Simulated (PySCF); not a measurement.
Gas-phase reaction: 4 (H2SiO)3 = 3 SiO(OH)2 + 3 SiO + 3 Si2H6

Energies from PySCF, thermal terms from the rigid-rotor harmonic-oscillator model, ideal gas at 1 bar. † marks an energy on the PBE0/def2-TZVP geometry and frequencies; other levels use their own. MP2 freezes the core. 6-31G* has spherical d functions here. All species are closed-shell singlets. B3LYP is the form with VWN-RPA correlation. (H2SiO)3, SiO(OH)2: computed as isolated molecules; such fragments, hydroxides, amides, oligomers or adducts are transient or little studied in the gas. MP2 isn't extrapolated to the basis-set limit.

LDA/def2-TZVP† gives ΔH°(298 K) = 2314 kJ.

### Question
What do B3LYP/6-31G*, MP2/def2-TZVPP†, PBE/def2-TZVP† give?

### Answer
B3LYP/6-31G*: 2138 kJ; MP2/def2-TZVPP†: 2320 kJ; PBE/def2-TZVP†: 2010 kJ. For scale, ΔH°(298 K) is 2314 kJ at this level, 2321 kJ at ωB97M-V/def2-TZVP†, and runs from 1944 to 2586 kJ over the 17 levels computed.
